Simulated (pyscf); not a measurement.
**•H₂C–B(CH₃)–CH₃, doublet**

Gas-phase minimum from PySCF at ωB97X-D3(BJ)/def2-SVP, one conformer. Other isomers of •H₂C–B(CH₃)–CH₃ were not searched in full and may lie lower. 

SMILES: [CH2]B(C)C
```xyz
12

C     -0.7036     0.9692    -2.3273
B     -0.4780     0.3976    -0.9031
C     -0.5405    -1.1645    -0.6545
C     -0.1853     1.3754     0.3070
H     -0.6369     2.0404    -2.5587
H     -0.9442     0.3382    -3.1930
H     -0.9389    -1.4234     0.3406
H      0.5035    -1.5352    -0.6671
H     -1.0899    -1.7291    -1.4244
H      0.4765     0.9304     1.0683
H      0.2091     2.3610     0.0129
H     -1.1529     1.5559     0.8158
```
Charge 0, spin multiplicity 2.

Bond lengths (Å): C1–B2 1.551, C1–H5 1.098, C1–H6 1.098, B2–C3 1.583, B2–C4 1.583, C3–H7 1.103, C3–H8 1.108, C3–H9 1.101, C4–H10 1.103, C4–H11 1.102, C4–H12 1.108. Bond angles (°): B2–C1–H5 123.0, B2–C1–H6 123.0, H5–C1–H6 114.1, C1–B2–C3 120.1, C1–B2–C4 120.1, C3–B2–C4 119.8, B2–C3–H7 112.8, B2–C3–H8 106.9, B2–C3–H9 114.6, H7–C3–H8 105.8, H7–C3–H9 109.3, H8–C3–H9 106.9, B2–C4–H10 112.9, B2–C4–H11 114.5 (the first ones only).

Properties at ωB97X-D3(BJ)/def2-SVP:

```yaml
harmonic_wavenumbers_unscaled: 71, 112, 222, 314, 320, 363, 659, 723, 731, 806, 848, 895, 919, 1182, 1228, 1328, 1348, 1431, 1433, 1456, 1460, 1463, 3040, 3042, 3121, 3123, 3140, 3160, 3161, 3236 cm⁻¹
zero_point_energy: 63.4 kcal/mol
rotational_symmetry_number: 2
Entropy of this conformer at 298 K and 1 atm, rigid rotor and harmonic oscillator, modes under 100 cm⁻¹ raised to 100: 321.5 J/(mol K)
dipole_moment: 0.40 D
Spin expectation value S2: 0.752
```

Single-point totals, which compare only within one level:

```
level                   total energy (hartree)
----------------------  ----------------------
ωB97X-D3(BJ)/def2-TZVP              -144.08663
PBE/def2-TZVP                       -143.77020
r²SCAN/def2-TZVP                    -143.89922
B3LYP-D3(BJ)/def2-TZVP              -144.02087
PBE0-D3(BJ)/def2-TZVP               -143.81070
M06-2X/def2-TZVP                    -143.91480
ωB97M-D3(BJ)/def2-TZVP              -144.03163
```

Soft torsions are taken as harmonic, which can shift the entropy by several J/(mol K).
